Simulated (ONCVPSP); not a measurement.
Which change was made? (B, ONCV)

* Element: boron (B)
* Generator: ONCVPSP 4.0.1
* Type: optimised norm-conserving Vanderbilt (ONCV)
* Functional: LDA (Perdew-Wang 92)
* Relativity: scalar-relativistic
* Frozen core: [He]
* Valence charge: 3
* Reference configuration: 2s1.75 2p1.25
* Partial waves: 2s: rc 1.20 bohr, ncon 3, nbas 7, qcut 6.6 1/bohr, 2 projectors, debl 0.8 Ha; 2p: rc 2.75 bohr, ncon 4, nbas 8, qcut 5.8 1/bohr, 2 projectors, debl 3.7 Ha; d scattering state at 0.08 Ha: rc 2.50 bohr, ncon 4, nbas 7, qcut 3.9 1/bohr, 2 projectors, debl 2.9 Ha
* Local potential: polynomial inside 0.85 bohr (lpopt 2, dvloc0 3 Ha)
* Core correction: none

Cutoffs, loose and tight: the cutoffs (Ha) at which the residual kinetic energy of the hardest occupied pseudo-wave falls to 1 and 0.1 mHa per electron. They do not see the model core or the augmentation charge, which bear on the density cutoff. Test errors are all-electron minus pseudo excitation energies from the reference, over the configurations 2s2 2p1; 2s2 2p0; 2s1 2p0; 2s1 2p1; variants that change the core or the reference have their own tests.

The base gives: outcome: generated; cutoff, loose: 13 Ha; cutoff, tight: 17 Ha; bound ghosts: none; GHOST(+) flags above zero: none; largest test error (meV): +233.

Question: After one change the result is: outcome: generated; cutoff, loose: 13 Ha; cutoff, tight: 17 Ha; bound ghosts: d; GHOST(+) flags above zero: none; largest test error (meV): +233. Which change was it?
A. core correction Teter function, fcfact 3.25, rcfact 1.4
B. d: ncon 3, nbas 6
C. p: rc 3.8

Answer: B. The others give: core correction Teter function, fcfact 3.25, rcfact 1.4 → outcome: generated; cutoff, loose: 13 Ha; cutoff, tight: 17 Ha; bound ghosts: none; GHOST(+) flags above zero: none; largest test error (meV): +184 | p: rc 3.8 → outcome: failed: ERROR pspot: first pseudo wave function has node, program will stop.
